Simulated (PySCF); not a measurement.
Input of a run (PBE0-D3(BJ)/def2-SVP geometry optimisation, gas phase (PySCF 2.14.0)), started from GFN2-xTB:
```
{"job": {"xc": "PBE0", "basis": "def2-SVP", "d3": "d3bj", "grid": 1, "shake": 0.01, "kind": "geom"}, "charge": 0, "multiplicity": 1}
N      2.311730    -0.406630    -0.074950
Si     0.687460    -0.730540    -0.611150
C     -0.394660     0.570210     0.279500
C     -1.786910     0.445500    -0.097840
F     -2.309450    -0.796150     0.197000
F     -2.608340     1.324490     0.592510
H      3.051520    -0.987600    -0.367000
H      2.632320     0.576110    -0.032230
H      0.389990    -2.075570    -0.143390
H      0.433510    -0.594010    -2.044910
H     -0.305380     0.441830     1.376220
H     -0.055240     1.589750     0.060750
H     -2.040730     0.625710    -1.173590
```

Output (energies in Eh, forces in Eh/bohr):
```
step   0  E = -623.57014452  max force = 0.066593
step   1  E = -623.57665369  max force = 0.020446
step   2  E = -623.57734349  max force = 0.004816
step   3  E = -623.57752613  max force = 0.001247
step   4  E = -623.57760803  max force = 0.001713
step   5  E = -623.57768206  max force = 0.002175
step   6  E = -623.57774151  max force = 0.001790
step   7  E = -623.57777793  max force = 0.000746
step   8  E = -623.57779948  max force = 0.000842
step   9  E = -623.57781374  max force = 0.000847
step  10  E = -623.57782426  max force = 0.000753
step  11  E = -623.57782952  max force = 0.000361
optimisation converged
```

**Question.** Summarise the run.

**Answer.** The energy falls by 0.209 eV over 12 energy and gradient evaluations, the largest force component goes from 0.0666 to 3.6e-04 Eh/bohr, and the atoms move by 0.178 Å rms after alignment. The bond that changes most is C3–C4 (sp3 carbon bound to silicon to CHF2 carbon), which lengthens by 0.053 Å. Bonds longer at the end by more than 0.005 Å: 5 of 12; shorter: 7. Among the angles that change most is C3–C4–H13, from 117.0° to 113.2°. Among the dihedrals that turn most is H7–N1–Si2–H9, from 59° to 37°. The energy never rose by more than 1e-6 Eh on the way. The first step brought 85 % of the lowering.

**Question.** What are the final bond lengths?

**Answer.** N1–Si2 1.732 Å, Si2–C3 1.891 Å, C3–C4 1.501 Å, C4–F5 1.359 Å, C4–F6 1.355 Å, N1–H7 1.014 Å, N1–H8 1.014 Å, Si2–H9 1.490 Å, Si2–H10 1.504 Å, C3–H11 1.102 Å, C3–H12 1.103 Å, C4–H13 1.105 Å. Numbering counts from 1 in the input's order; the species is `FC(C[SiH2]N)F`.

The run used 123 basis functions and 72 SCF cycles in all. The run took 61 s on one thread of an Arm Neoverse V2, no GPU, shared host with 96 logical CPUs at a one-minute load of 46, and the process peaked at 0.52 GiB of memory.

Stationary, but not proved a minimum. One conformer, not necessarily the lowest.
